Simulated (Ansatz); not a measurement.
Basis-set extrapolation for `F[B-](F)(F)[OH+][SiH3]` (PBE0-D4/def2-TZVP geometry, frozen core, the Gaussian-basis code of Ansatz). Multiplicity 1, RHF reference.

```
                      def2-TZVPP   def2-QZVPP
                 HF  -689.558618  -689.585875
    MP2 correlation    -1.219107    -1.328352
CCSD(T) correlation    -1.281869      not run
```

Energies in hartree. Use E(X) = E(∞) + A·exp(−7.88·√X) for Hartree–Fock and E(X) = E(∞) + B·X^(−2.97) for correlation, with X = 3 and 4, and add CCSD(T) minus MP2 of the smaller set to the MP2 limit.

Task: What is the CCSD(T) energy at the basis-set limit?

Result: HF limit: -689.585875 + (-0.027257) × 0.13774 = -689.58963. MP2 limit: -1.328352 + (-0.109245) × 0.74074 = -1.40927. Higher-order term: -1.281869 − (-1.219107) = -0.06276. Total: -691.06166 hartree, 580.7 kJ/mol below CCSD(T)/def2-TZVPP.
